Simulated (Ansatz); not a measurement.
Two members of one family (Same ligands, another metal), computed with Ansatz in the gas phase; def2 core potentials for Os, no spin–orbit coupling. The two geometries come from different levels. Names give formal oxidation states. A dash marks a value that wasn't run or was left out as unsound. The structures are stationary points that may keep the symmetry of their start. Remarks come from the PBE and PBE0 runs and from stability tests at other levels; not every state was tested.

First: OsO3(NH) (singlet, charge 0, PBE0-D4/def2-SVP geometry).

```xyz
6

Os   -0.322    0.289    0.133
O    -1.613    0.243   -0.975
O    -0.891   -0.140    1.679
O     0.317    1.865    0.185
N     0.894   -0.809   -0.353
H     1.615   -1.448   -0.669
```

| level | HOMO (eV) | LUMO (eV) | gap (eV) | vertical triplet (eV) |
| --- | --- | --- | --- | --- |
| PBE-D4/def2-TZVP | -7.77 | -3.99 | 3.78 | 3.46 |
| revPBE-D4/def2-TZVP | -7.68 | -3.90 | 3.78 | – |
| r2SCAN-D4/def2-TZVP | -8.12 | -4.08 | 4.04 | 3.26 |
| PBE0-D4/def2-SVP | -9.23 | -3.43 | 5.80 | – |
| PBE0-D4/def2-TZVPD | -9.25 | -3.50 | 5.75 | – |

Metal–donor distances: 3 × O 1.70 Å, 1 × N 1.71 Å. Remarks: restricted SCF unstable in HF.

Second: FeO3(NH) (singlet, charge 0, PBE-D4/def2-SVP geometry).

```csv
atom,x (Å),y (Å),z (Å)
Fe1,0.122,-0.361,-0.147
O2,-0.153,-1.172,1.200
O3,-0.318,-1.182,-1.424
O4,1.674,0.013,-0.191
N5,-0.776,1.046,-0.128
H6,-0.549,1.656,0.690
```

**Question.** What does the change do? Estimate second minus first.

**Answer.** 
```csv
level,Δ HOMO (eV),Δ LUMO (eV),Δ gap (eV),Δ vertical triplet (eV)
PBE-D4/def2-TZVP,0.27,-2.62,-2.89,-2.90
revPBE-D4/def2-TZVP,0.27,-2.62,-2.89,–
r2SCAN-D4/def2-TZVP,0.31,-2.77,-3.07,-3.14
PBE0-D4/def2-SVP,0.43,-2.76,-3.19,–
PBE0-D4/def2-TZVPD,0.41,-2.66,-3.07,–
```

Metal–donor distances: 3 × O 1.58 to 1.60 Å, 1 × N 1.67 Å. Remarks: triplet 0.58 eV lower at PBE0-D4/def2-TZVP (not tabulated), restricted SCF unstable in HF, spin-contaminated (⟨S²⟩ up to 2.24) (triplet).
